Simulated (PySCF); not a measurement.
C4H3Br, SMILES C#CC(=C)Br. Atoms are numbered in the order given.

```xyz
8

C      1.0078     2.6774     0.0000
C      0.2601     1.7214     0.0000
C     -0.5994     0.5908     0.0000
C     -1.9395     0.6322     0.0000
Br     0.3127    -1.1022     0.0000
H      1.6668     3.5253     0.0000
H     -2.4482     1.5991     0.0000
H     -2.5393    -0.2789     0.0000
```
Charge 0, spin multiplicity 1.

Geometry optimised at B3LYP-D3(BJ)/def2-SVP.

Method: PySCF with TDDFT-PBE/def2-SVPD.

Vertical excitations.  State labels are in the subgroup Cs.

| state | symmetry | energy (eV) | λ (nm) | f | main pairs |
|---|---|---|---|---|---|
| S1 | A" | 4.52 | 274 | 0.000 | HOMO→LUMO+1 90 % |
| S2 | A" | 4.57 | 271 | 0.000 | HOMO−1→LUMO 90 % |
| S3 | A' | 4.82 | 257 | 0.085 | HOMO→LUMO 66 %, HOMO−2→LUMO 30 % |
| S4 | A' | 5.16 | 240 | 0.030 | HOMO−1→LUMO+1 44 %, HOMO−2→LUMO 38 %, HOMO→LUMO 14 % |
| S5 | A" | 5.20 | 239 | 0.000 | HOMO−3→LUMO 99 % |
| S6 | A" | 5.59 | 222 | 0.001 | HOMO−2→LUMO+1 98 % |
| S7 | A' | 5.62 | 221 | 0.092 | HOMO−1→LUMO+1 45 %, HOMO−3→LUMO+1 30 %, HOMO−2→LUMO 16 %, HOMO→LUMO 8 % |
| S8 | A' | 6.25 | 198 | 0.219 | HOMO−3→LUMO+1 58 %, HOMO−2→LUMO 12 % |
| S9 | A" | 6.42 | 193 | 0.003 | HOMO→LUMO+2 97 % |
| S10 | A" | 6.60 | 188 | 0.003 | HOMO→LUMO+3 97 % |
| T1 | A' | 3.19 | 389 | 0 | HOMO→LUMO 97 % |
| T2 | A" | 4.21 | 294 | 0 | HOMO→LUMO+1 91 % |
| T3 | A" | 4.43 | 280 | 0 | HOMO−1→LUMO 88 % |
| T4 | A' | 4.56 | 272 | 0 | HOMO−2→LUMO 65 %, HOMO−1→LUMO+1 26 % |
Triplets are in the Tamm–Dancoff approximation, which puts them higher than full response would, so one can lie above its singlet here.
